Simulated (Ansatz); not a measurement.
`Cl[SiH2]I` and `NC[SiH](Cl)I` differ in one atom or group.

Ansatz, PBE0-D4/def2-TZVP geometries, multiplicity 1. Each molecule was computed in one conformer, which needn't be the lowest.

Elements past krypton have def2 core potentials.

```tsv
property	`Cl[SiH2]I`
zero-point energy (PBE0-D4/def2-TZVP) / kJ/mol	51.4
HOMO–LUMO gap (PBE/def2-TZVPP) / eV	5.05
HOMO energy (ωB97M-V/def2-TZVPP) / eV	-10.07
LUMO energy (PBE/def2-TZVPP) / eV	-1.74
HOMO–LUMO gap (PBE0/def2-TZVPP) / eV	7.06
HOMO energy (PBE0/def2-TZVPP) / eV	-7.95
```

**Question.** What does the change do to each property? (Best estimate.)

**Answer.** Computed: 
| property | `NC[SiH](Cl)I` | shift |
| --- | --- | --- |
| zero-point energy (PBE0-D4/def2-TZVP) / kJ/mol | 174.1 | 122.7 |
| HOMO–LUMO gap (PBE/def2-TZVPP) / eV | 4.45 | -0.60 |
| HOMO energy (ωB97M-V/def2-TZVPP) / eV | -9.51 | 0.56 |
| LUMO energy (PBE/def2-TZVPP) / eV | -1.35 | 0.39 |
| HOMO–LUMO gap (PBE0/def2-TZVPP) / eV | 6.72 | -0.34 |
| HOMO energy (PBE0/def2-TZVPP) / eV | -7.22 | 0.73 |

With PBE0 the HOMO rises by 0.73 eV and the LUMO rises by 0.39 eV, so the gap narrows by about 0.34 eV. PBE moves the HOMO by 1.01 eV and ωB97M-V by 0.56 eV. The zero-point energy changes by 122.7 kJ/mol with +15 modes.

Spin–orbit coupling is left out; it splits and shifts lone-pair levels of the heavy atoms by tenths of an eV.
